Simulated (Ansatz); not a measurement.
Sr₄⁻, relaxed as a doublet with UKS r2SCAN/def2-TZVPD in Ansatz, starting from the GFN1-xTB geometry. Force threshold 0.02 eV/Å.

In the def2 sets Sr takes a core potential; there is no spin–orbit coupling. The charge -1 doublet is spin-contaminated (final ⟨S²⟩ up to 1.16, 0.75 for a pure state). The highest occupied level of the charge -1 doublet lies above zero (up to 0.14 eV). The electron is either unbound and held by the finite basis, or the level is raised by self-interaction error. The structure comes from a short search, and lower isomers may exist.

Start:

```xyz
4

Sr    0.387    1.010   -2.197
Sr    2.515   -0.115    1.556
Sr   -1.721    1.305    1.119
Sr   -1.181   -2.200   -0.478
```

```json
{"step": "1", "energy (eV)": "-3343.2868", "largest force component (eV/Å)": "0.407", "SCF passes": "71"}
{"step": "2", "energy (eV)": "-3343.3398", "largest force component (eV/Å)": "0.378", "SCF passes": "58"}
{"step": "3", "energy (eV)": "-3343.4337", "largest force component (eV/Å)": "0.234", "SCF passes": "59"}
{"step": "4", "energy (eV)": "-3343.4737", "largest force component (eV/Å)": "0.024", "SCF passes": "55"}
{"step": "5", "energy (eV)": "-3343.4741", "largest force component (eV/Å)": "0.001", "SCF passes": "39"}
```

Force components are those of the run's own axes.

End:

```xyz
4

Sr    0.505    1.066   -2.221
Sr    2.121   -0.188    1.341
Sr   -1.661    1.415    1.251
Sr   -0.965   -2.293   -0.371
```

By distances, no bond broke or formed, bridged metal pairs apart. The bond that changes most is Sr2–Sr4, from 4.71 to 4.11 Å (atoms count from 1). Metal–metal contacts that move far: Sr2–Sr4 4.71 to 4.11 Å. The end is the same structure that another start reached, the lowest one found.

No frequencies were taken in this run, so the end may be a saddle point.

Hardware: 4 threads of Arm Neoverse V2 on a shared host. Wall time 36 s.
